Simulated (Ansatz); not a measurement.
A structure relaxed at PBE0-D4/def2-TZVP, charge 0, multiplicity 1:

Cartesian coordinates in Å:
```
N -0.8546 -0.9197 1.0451
Si -0.1903 0.1578 -0.0907
N 1.0055 1.1157 0.6475
N 0.4709 -0.7105 -1.3943
Cl -1.6993 1.4089 -0.8116
H -1.7968 -1.2627 0.9633
H -0.5563 -0.8507 2.0034
H 0.7833 1.9849 1.1025
H 1.9316 1.1163 0.2547
H 0.3918 -1.7132 -1.3970
H 0.5142 -0.3267 -2.3230
```

Problem. Give its formula and SMILES.

Solution. ClH6N3Si, `N[Si](N)(N)Cl`.

Problem. Point group (tolerance 0.08 Å, 0.16 Å for H)?

Solution. C3.

Problem. Summarise the bond lengths by kind.

Solution. 3 × N–Si 1.700 to 1.701 Å; 6 × H–N 1.006 Å; 1 × Cl–Si 2.089 Å.

Computed with Ansatz.
